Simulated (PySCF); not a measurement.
## [InF2]+, singlet: structure and spectrum

Computed with PBE0 in PySCF with In def2-TZVP with ECP28, F def2-TZVP; scalar-relativistic core potentials, no spin–orbit coupling; density-fitted integrals.

The structure is a minimum.

```xyz
3
charge 1 multiplicity 1, angstrom
In    0.0000    0.0000    0.0000
F     0.0000    0.0000    1.8422
F     0.0000    0.0000   -1.8422
```

| Property | Result |
| --- | --- |
| Point group | D∞h |
| Bond lengths | In–F 1.842 Å (×2) |
| Bond angles | F–In–F 180.0° |
| Rotational constants | 0.1307 cm⁻¹ |
| Heat capacity Cp at 298.15 K | 51.7 J/(mol K) |
| Principal polarisabilities | 15.5, 15.5, 32.6 bohr³ |
| Entropy at 298.15 K and 1 bar | 260.5 J/(mol K) |
| Rotational symmetry number | 2 |
| Zero-point energy | 10.4 kJ/mol |
| Principal quadrupole moments (Buckingham, traceless) about the centre of mass | -9.75, 4.88, 4.88 D Å |
| Highest occupied level | -18.05 eV |
| Enthalpy at 298.15 K above 0 K | 12.64 kJ/mol |
| Dipole moment about the centre of mass | 0.00 D |
| Lowest empty level | -10.50 eV |

Harmonic modes (masses in u: In 114.904, F 18.998):
```tsv
symmetry	ω (cm⁻¹)	IR (km/mol, summed over degenerate members)	type
πu	147	62.8	bend
σg+	659	0.0	stretch
σu+	784	61.4	stretch
```

In D∞h the vibrations span πu + σg+ + σu+. The σg+ mode carries no infrared intensity, as symmetry demands. With a centre of inversion only u modes can be infrared active and only g modes Raman active.

Charges (e):
```json
{"atom": "In1", "Mulliken": "1.47", "Löwdin": "1.13", "polar tensor": "1.84", "Mayer order to In1": "–"}
{"atom": "F2,3", "Mulliken": "-0.24", "Löwdin": "-0.07", "polar tensor": "-0.42", "Mayer order to In1": "1.16"}
```

Mulliken populations on In1 (electrons outside its core potential): s 2.77, p 6.54, d 10.10, f 0.12.

Outer orbital energies (eV). occupied: -20.03, -19.27, -18.57, -18.57, -18.05, -18.05; empty: -10.50, -7.65, -7.65, -3.81.

Counting electrons, indium keeps none of its valence electrons outside its bonds, so the VSEPR class is AX2 and the expected shape is linear (D∞h), as computed.

Only a few start shapes were tried, so a lower isomer may exist.

The final relaxation and frequency run took of the order of 26 core-seconds on a shared host.
